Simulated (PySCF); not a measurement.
Input of a response calculation (the driver script's job line, then coordinates in Å):

```
{"job": {"kind": "uv", "xc": "CAM-B3LYP", "basis": "def2-SVPD", "nstates": 8, "ntriplets": 3}, "charge": 0, "multiplicity": 1}
Br     0.522347    -1.647560    -1.379629
Si     0.001754     0.000752    -0.003270
Br    -0.882864     1.667764    -1.152229
Br     1.825092     0.703199     1.027877
Br    -1.457707    -0.721302     1.490066
```

Output (SCF cycles cut):

```
converged SCF energy = -10585.4764315129

Static polarisability (au): isotropic 108.572, principal 108.564 108.569 108.584

Singlet excitations
state   eV       nm        f      main configurations
  1   5.7160    216.9   0.00000   H->L 0.93
  2   5.7163    216.9   0.00000   H-1->L 0.93
  3   5.7167    216.9   0.00000   H-2->L 0.93
  4   6.5185    190.2   0.07029   H-3->L 0.85
  5   6.5187    190.2   0.07032   H-4->L 0.87
  6   6.5189    190.2   0.07034   H-5->L 0.86
  7   6.6214    187.2   0.00000   H-6->L 0.78
  8   6.6218    187.2   0.00000   H-7->L 0.78

Triplet excitations (Tamm-Dancoff, eV): 5.3273 5.3275 5.3278
```

Computed with TDDFT CAM-B3LYP/def2-SVPD, vertical, gas phase, core orbitals frozen in the response in PySCF. Geometry: GFN2-xTB; no solvent, vibrations or thermal averaging. The CAM-B3LYP/def2-SVPD calculation is non-relativistic and has no spin–orbit coupling, an omission that weighs most on bromine.

Task: What is the polarisability anisotropy, √(½[(α1 − α2)² + (α2 − α3)² + (α3 − α1)²])?

Result: 0.02 au.

Task: What share of the summed oscillator strength falls to the strongest level in this window?

Result: States 4, 5 and 6 at 190 nm: 0.2109 of 0.2109, or 100%.

Task: What transition dipole goes with state 6?

Result: |μ|² = 3f / (2ΔE) = 3 × 0.0703 / (2 × 0.2396) = 0.440 au, so |μ| = 1.69 D.

Task: What is the total energy of state 4 at this geometry?

Result: -10585.47643 + 0.23955 = -10585.23688 hartree.

Task: How many basis functions and electrons does this run hold?

Result: 188 basis functions for 154 electrons in 77 doubly occupied orbitals.

Task: Which species is it?

Result: `Br[Si](Br)(Br)Br` (SiBr4), point group Td.

H and L stand for HOMO and LUMO.

Hardware: an Arm Neoverse V1 with one thread, no GPU (shared host). Cost: 52 s wall.
